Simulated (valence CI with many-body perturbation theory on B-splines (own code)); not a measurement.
Ir LV: E2, M1 decay

Calculated by relativistic CI+MBPT: five valence electrons over a frozen Dirac-Fock core [Ar], radial functions for each j: 7 s, 7 p, 8 d, 6 f, 4 g, 1 h, with the one-electron correlation potential Σ1 (screened to all orders), the two-electron term Σ2, the three-electron term Σ3, Breit, model QED; selected single and double excitations, second order for the rest (own B-spline code, finite nucleus).

The last digits are not significant, and no measured levels were compared; by estimate large intervals hold to a few tenths of a per cent, small ones and those within an open d or f shell to about a per cent. Among the levels kept, up to 250 cm⁻¹ of a level comes from second order outside the variational space, and about a tenth of that is noise between levels of different J, which matters for small intervals. The list stops below the first excitations out of the core. Only levels of the ground parity were solved; by the run's estimate the other parity begins above the list, which can be wrong where configurations are misplaced.

Lines 51 to 100 of 100 in falling wavelength, among levels below 2119000 cm⁻¹, chosen from the decays that carry over 1 % of a level's rate. Wavelengths and rates use the calculated energies. Electric multipoles are in the length gauge, E1 and E2 with the static RPA response of the core. S is in atomic units (e²a₀⁴ for E2 and M2, e²a₀⁶ for E3), for M1 in squared Bohr magnetons. Weak lines are less certain than strong ones. Lines between different terms over intervals too small for the method are left out, as are lines whose strength nearly cancels. The highest levels of a list are the least certain.

Levels are named by their leading jj configuration (3d3/2^4 stands for four electrons in 3d with j = 3/2), which in mixed levels can hold well under half, so a name can repeat and another be missing. Letters in brackets count levels of one name in rising energy.

| λ vac (Å) | Upper | Lower | Type | A (s⁻¹) | S (a.u.) |
| --- | --- | --- | --- | --- | --- |
| 143.4 | (3d3/2^2 3d5/2^3) J=1/2 [a] | (3d3/2^3 3d5/2^2) J=3/2 [a] | M1 | 5.96e+06 | 1.30e+00 |
| 142.9 | (3d3/2^3 3d5/2^2) J=3/2 [a] | (3d3/2^4 3d5/2) J=5/2 | M1 | 6.69e+06 | 2.89e+00 |
| 141.8 | (3d3/2^2 3d5/2^3) J=7/2 [b] | (3d3/2^3 3d5/2^2) J=5/2 [b] | M1 | 1.32e+05 | 1.11e-01 |
| 141.4 | (3d3/2^2 3d5/2^3) J=3/2 [a] | (3d3/2^3 3d5/2^2) J=3/2 [a] | M1 | 5.99e+06 | 2.51e+00 |
| 139.7 | (3d3/2^2 3d5/2^3) J=5/2 [b] | (3d3/2^3 3d5/2^2) J=3/2 [a] | M1 | 9.77e+05 | 5.93e-01 |
| 139.3 | (3d3/2^2 3d5/2^3) J=9/2 [b] | (3d3/2^3 3d5/2^2) J=9/2 | M1 | 4.54e+06 | 4.55e+00 |
| 137.8 | (3d3/2^2 3d5/2^3) J=5/2 [c] | (3d3/2^3 3d5/2^2) J=5/2 [b] | M1 | 2.24e+05 | 1.31e-01 |
| 137.6 | (3d3/2^2 3d5/2^3) J=3/2 [b] | (3d3/2^3 3d5/2^2) J=5/2 [b] | M1 | 1.74e+06 | 6.72e-01 |
| 137.1 | (3d3/2 3d5/2^4) J=11/2 | (3d3/2^2 3d5/2^3) J=13/2 | M1 | 1.51e+06 | 1.74e+00 |
| 136.5 | (3d3/2^2 3d5/2^3) J=5/2 [b] | (3d3/2^3 3d5/2^2) J=7/2 [a] | M1 | 2.38e+06 | 1.35e+00 |
| 135.4 | (3d3/2^2 3d5/2^3) J=7/2 [b] | (3d3/2^3 3d5/2^2) J=9/2 | M1 | 1.40e+06 | 1.03e+00 |
| 134.8 | (3d3/2^3 3d5/2^2) J=9/2 | (3d3/2^4 3d5/2) J=5/2 | E2 | 4.90e+02 | 1.95e-04 |
| 134.7 | (3d3/2 3d5/2^4) J=7/2 | (3d3/2^2 3d5/2^3) J=9/2 [a] | M1 | 4.62e+06 | 3.35e+00 |
| 134.5 | (3d3/2^2 3d5/2^3) J=7/2 [c] | (3d3/2^3 3d5/2^2) J=7/2 [b] | M1 | 1.75e+06 | 1.27e+00 |
| 133.9 | (3d3/2^2 3d5/2^3) J=1/2 [b] | (3d3/2^3 3d5/2^2) J=1/2 | M1 | 2.80e+06 | 4.99e-01 |
| 133.7 | (3d3/2^2 3d5/2^3) J=7/2 [a] | (3d3/2^3 3d5/2^2) J=5/2 [a] | M1 | 1.82e+06 | 1.29e+00 |
| 132.7 | (3d3/2 3d5/2^4) J=11/2 | (3d3/2^2 3d5/2^3) J=9/2 [a] | M1 | 1.82e+06 | 1.89e+00 |
| 131.7 | (3d3/2 3d5/2^4) J=5/2 | (3d3/2^2 3d5/2^3) J=5/2 [a] | M1 | 1.47e+07 | 7.46e+00 |
| 131.3 | (3d3/2 3d5/2^4) J=7/2 | (3d3/2^2 3d5/2^3) J=7/2 [a] | M1 | 3.72e+06 | 2.50e+00 |
| 130.3 | (3d3/2^2 3d5/2^3) J=9/2 [b] | (3d3/2^3 3d5/2^2) J=11/2 | M1 | 1.58e+06 | 1.29e+00 |
| 129.7 | (3d3/2 3d5/2^4) J=11/2 | (3d3/2^2 3d5/2^3) J=11/2 | M1 | 6.00e+06 | 5.82e+00 |
| 129.0 | (3d3/2^3 3d5/2^2) J=5/2 [b] | (3d3/2^4 3d5/2) J=5/2 | M1 | 6.44e+04 | 3.08e-02 |
| 129.0 | (3d3/2^3 3d5/2^2) J=5/2 [b] | (3d3/2^4 3d5/2) J=5/2 | E2 | 2.57e+03 | 4.92e-04 |
| 128.7 | (3d3/2^2 3d5/2^3) J=9/2 [b] | (3d3/2^3 3d5/2^2) J=7/2 [a] | M1 | 1.13e+06 | 8.92e-01 |
| 128.2 | (3d3/2^2 3d5/2^3) J=7/2 [c] | (3d3/2^3 3d5/2^2) J=5/2 [b] | M1 | 7.94e+05 | 4.96e-01 |
| 125.4 | (3d3/2^2 3d5/2^3) J=7/2 [b] | (3d3/2^3 3d5/2^2) J=7/2 [a] | M1 | 1.14e+05 | 6.69e-02 |
| 125.1 | (3d3/2^2 3d5/2^3) J=3/2 [c] | (3d3/2^3 3d5/2^2) J=3/2 [b] | M1 | 1.16e+06 | 3.36e-01 |
| 124.9 | (3d3/2^2 3d5/2^3) J=5/2 [c] | (3d3/2^3 3d5/2^2) J=3/2 [a] | M1 | 1.37e+06 | 5.96e-01 |
| 124.7 | (3d3/2^2 3d5/2^3) J=3/2 [b] | (3d3/2^3 3d5/2^2) J=3/2 [a] | M1 | 8.58e+05 | 2.47e-01 |
| 123.5 | (3d3/2^3 3d5/2^2) J=1/2 | (3d3/2^4 3d5/2) J=5/2 | E2 | 1.74e+03 | 8.95e-05 |
| 123.2 | (3d3/2^3 3d5/2^2) J=7/2 [b] | (3d3/2^4 3d5/2) J=5/2 | M1 | 2.07e+05 | 1.15e-01 |
| 122.9 | (3d3/2^2 3d5/2^3) J=7/2 [c] | (3d3/2^3 3d5/2^2) J=9/2 | M1 | 1.70e+06 | 9.36e-01 |
| 122.3 | (3d3/2^2 3d5/2^3) J=5/2 [c] | (3d3/2^3 3d5/2^2) J=7/2 [a] | M1 | 2.62e+06 | 1.07e+00 |
| 122.2 | (3d3/2^2 3d5/2^3) J=9/2 [c] | (3d3/2^3 3d5/2^2) J=7/2 [b] | M1 | 1.92e+06 | 1.30e+00 |
| 121.7 | (3d3/2^2 3d5/2^3) J=3/2 [a] | (3d3/2^3 3d5/2^2) J=5/2 [a] | M1 | 3.40e+06 | 9.08e-01 |
| 120.0 | (3d3/2^2 3d5/2^3) J=5/2 [d] | (3d3/2^3 3d5/2^2) J=3/2 [b] | M1 | 1.81e+06 | 6.94e-01 |
| 119.6 | (3d3/2 3d5/2^4) J=7/2 | (3d3/2^2 3d5/2^3) J=5/2 [a] | M1 | 6.46e+05 | 3.28e-01 |
| 116.8 | (3d3/2^2 3d5/2^3) J=1/2 [b] | (3d3/2^3 3d5/2^2) J=3/2 [a] | M1 | 3.36e+06 | 3.97e-01 |
| 109.1 | (3d3/2^2 3d5/2^3) J=3/2 [b] | (3d3/2^3 3d5/2^2) J=5/2 [a] | M1 | 1.51e+05 | 2.91e-02 |
| 106.6 | (3d3/2^2 3d5/2^3) J=9/2 [c] | (3d3/2^3 3d5/2^2) J=11/2 | M1 | 3.71e+05 | 1.66e-01 |
| 105.5 | (3d3/2^2 3d5/2^3) J=9/2 [c] | (3d3/2^3 3d5/2^2) J=7/2 [a] | M1 | 9.45e+04 | 4.12e-02 |
| 105.0 | (3d3/2^2 3d5/2^3) J=3/2 [c] | (3d3/2^3 3d5/2^2) J=1/2 | M1 | 7.77e+05 | 1.33e-01 |
| 103.9 | (3d3/2^3 3d5/2^2) J=3/2 [b] | (3d3/2^4 3d5/2) J=5/2 | M1 | 4.31e+05 | 7.17e-02 |
| 103.1 | (3d3/2^2 3d5/2^3) J=7/2 [c] | (3d3/2^3 3d5/2^2) J=5/2 [a] | M1 | 7.03e+04 | 2.29e-02 |
| 101.6 | (3d3/2^2 3d5/2^3) J=5/2 [d] | (3d3/2^3 3d5/2^2) J=7/2 [b] | M1 | 4.66e+05 | 1.09e-01 |
| 101.3 | (3d3/2^2 3d5/2^3) J=3/2 [c] | (3d3/2^3 3d5/2^2) J=5/2 [b] | M1 | 4.55e+05 | 7.01e-02 |
| 97.95 | (3d3/2^2 3d5/2^3) J=5/2 [d] | (3d3/2^3 3d5/2^2) J=5/2 [b] | M1 | 4.25e+04 | 8.88e-03 |
| 91.25 | (3d3/2^2 3d5/2^3) J=5/2 [d] | (3d3/2^3 3d5/2^2) J=3/2 [a] | M1 | 5.67e+05 | 9.59e-02 |
| 89.85 | (3d3/2^2 3d5/2^3) J=5/2 [d] | (3d3/2^3 3d5/2^2) J=7/2 [a] | M1 | 5.96e+05 | 9.62e-02 |
| 82.63 | (3d3/2^2 3d5/2^3) J=5/2 [d] | (3d3/2^3 3d5/2^2) J=5/2 [a] | M1 | 4.37e+05 | 5.48e-02 |
